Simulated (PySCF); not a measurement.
# Relaxation of singlet SeO₂(OH)₂

All numbers come from PySCF, PBE, basis Se def2-SVP, O def2-SVP, H def2-SVP (no relativity, density fitting). A (50,194) grid was used.

A start displaced from a saddle point along its imaginary mode, of C2 symmetry, held to at least that symmetry:

```xyz
7
charge 0 multiplicity 1, angstrom
Se    0.0000    0.0000   -0.0057
O     1.6574    0.0966   -0.1112
O    -1.6574   -0.0966   -0.1112
O    -0.1339    1.8391    0.1180
O     0.1339   -1.8391    0.1180
H     0.8113    2.1196    0.1200
H    -0.8113   -2.1196    0.1200
```

Optimiser trace:
| step | E − E(last) (kJ/mol) | largest gradient (Eh/bohr) |
| --- | --- | --- |
| 0 | 176.73 | 0.00406 |
| 1 | 170.07 | 0.00695 |
| 2 | 157.61 | 0.00828 |
| 3 | 138.44 | 0.00966 |
| 4 | 114.58 | 0.01425 |
| 5 | 89.60 | 0.01774 |
| 6 | 42.06 | 0.01681 |
| 7 | 14.97 | 0.01602 |
| 8 | 11.36 | 0.02656 |
| 9 | 4.93 | 0.01142 |
| 10 | 2.08 | 0.00898 |
| 11 | 0.46 | 0.00364 |
| 12 | 0.31 | 0.00145 |
| 13 | 0.30 | 0.00296 |
| 14 | 0.25 | 0.00101 |
| 15 | 0.21 | 0.00063 |
| 16 | 0.12 | 0.00163 |
| 17 | 0.06 | 0.00178 |
| 18 | 0.02 | 0.00024 |
| 19 | 0.01 | 0.00044 |
| 20 | 0.00 | 0.00041 |
| 21 | 0.00 | 0.00006 |

It ends at C2 with O–H 0.984 Å (×2), Se–O 1.614 Å (×2), Se–O 1.792 Å (×2); H–O–Se 104.8° (×2), O–Se–O 100.3°, O–Se–O 106.1° (×2), O–Se–O 107.0° (×2), O–Se–O 127.2° (after a last refinement on a finer grid). A frequency run shows a minimum.

Final geometry:
```xyz
7
charge 0 multiplicity 1, angstrom
Se    0.0000    0.0000   -0.1119
O     1.4373    0.1501   -0.8300
O    -1.4373   -0.1501   -0.8300
O    -0.1568    1.3672    1.0363
O     0.1568   -1.3672    1.0363
H     0.7536    1.7312    1.1190
H    -0.7536   -1.7312    1.1190
```

The relaxation took roughly 4 core-minutes on a shared host.
